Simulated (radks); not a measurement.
Values are calculated unless marked as measured or tabulated.
Task: The mean radii <r> (bohr) of the occupied orbitals of an atom or ion are listed with their occupations. Level of theory: Dirac Kohn-Sham, relativistic LDA (MacDonald-Vosko exchange, VWN5 correlation), spin-unpolarised, spherical densities, finite nucleus; Fermi nuclear charge, rms radius of each element as measured or else 0.836 A^(1/3) + 0.57 fm (a radial shooting solver on a logarithmic mesh with Libxc functionals).

| orbital | occ. | <r> |
|---|---|---|
| 1s1/2 | 2 | 0.03051 |
| 2s1/2 | 2 | 0.1317 |
| 2p1/2 | 2 | 0.1115 |
| 2p3/2 | 4 | 0.1166 |
| 3s1/2 | 2 | 0.3591 |
| 3p1/2 | 2 | 0.3500 |
| 3p3/2 | 4 | 0.3610 |
| 3d3/2 | 4 | 0.3325 |
| 3d5/2 | 6 | 0.3360 |
| 4s1/2 | 2 | 0.8605 |
| 4p1/2 | 2 | 0.9058 |
| 4p3/2 | 4 | 0.9317 |
| 4d3/2 | 3 | 1.074 |
| 4d5/2 | 3 | 1.083 |

Name the element and its charge.

Result: Z = 48, cadmium, charge +6: Cd6+ in [Kr] 4d(3/2: 3, 5/2: 3). The 1s radius gives Z: for a bare nucleus <r> = (2 gamma + 1)/(2Z) with gamma = sqrt(1 - (Z/c)^2), 0.02993 bohr for Z = 48, and screening makes it slightly larger (0.03051 here). The occupations add up to 42, and the charge is Z minus that.
